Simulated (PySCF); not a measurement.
C₃H₈AlF, SMILES C[CH](C)[AlH][F]. Geometry optimised at PBE-D3(BJ)/def2-SVP. The structure was generated by enumeration; whether it is a known compound was not checked. The values are those of a single conformer.

Computed equilibrium geometry at PBE-D3(BJ)/def2-SVP (PySCF confirms it by a frequency run) as Cartesian coordinates in Å (one conformer of several):
```xyz
13

Al    -0.3783     1.0858     0.1278
F      0.6614     2.0341    -0.8014
H     -1.3669     1.8907     1.0915
C     -0.3194    -0.8767    -0.0764
C     -0.7162    -1.5946     1.2263
C      1.0057    -1.3996    -0.6549
H     -1.1237    -1.0769    -0.8282
H     -0.8080    -2.6932     1.0735
H      0.0445    -1.4478     2.0233
H     -1.6868    -1.2390     1.6319
H      1.2707    -0.9085    -1.6132
H      0.9627    -2.4961    -0.8408
H      1.8522    -1.2267     0.0436
```
